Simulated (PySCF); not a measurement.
Computed shifts of a molecule C4H5F, PBE/pcSseg-1 in PySCF, GIAO, gas phase, atoms alike by connectivity averaged where their shifts nearly agree, in ppm (number of nuclei): ¹⁹F: -212.7 (1). ¹³C: 148.5 (1), 147.9 (1), 93.1 (1), 46.5 (1). ¹H: 6.73 (1), 6.70 (1), 5.70 (1), 3.19 (1), 3.03 (1). References: ¹⁹F against CFCl3 (σ = 133.6 ppm); ¹³C against TMS (σ = 182.0 ppm); ¹H against TMS (σ = 31.49 ppm), references at their B3LYP-D3(BJ)/def2-TZVP geometries, non-relativistic. Coordinates come from a PBE0-D3(BJ)/def2-SVP optimisation. One conformer was computed; it need not be the lowest.

Q: Which molecule gave these data?
A. FC1=CCC1
B. C=C=C(C)F
C. C#C[C@H](C)F
D. F[C@H]1C=CC1

A: D, F[C@H]1C=CC1
